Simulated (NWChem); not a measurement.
C₅H₆; SMILES C(#C)CC=C

```xyz
11

C      0.4605     2.4147     0.0704
C     -0.1049     1.3479     0.0507
C     -0.7781     0.0448     0.0091
C      0.1421    -1.0763    -0.4291
C      0.3580    -2.1881     0.2718
H      0.9614     3.3553     0.0947
H     -1.2019    -0.1889     0.9947
H     -1.6305     0.1100    -0.6851
H      0.6390    -0.9284    -1.3870
H     -0.1158    -2.3594     1.2364
H      1.0175    -2.9714    -0.0917
```
Atoms are numbered in this order, from 1.

Program: NWChem. Pople sets run with spherical d functions. All runs use the structure optimised with B3LYP/6-31G* (spherical d). Level: PBE/6-31G* with COSMO at NWChem's default radii, gas-phase geometry; the question gives the dielectric constant.

Predict the results for dielectric constant 3.9. Quantities: electrostatic solvation energy (kcal/mol); dipole in solution (D).


```
Item                                       Value
-----------------------------------------  -----
electrostatic solvation energy (kcal/mol)   -2.9
dipole in solution (D)                      0.70
```
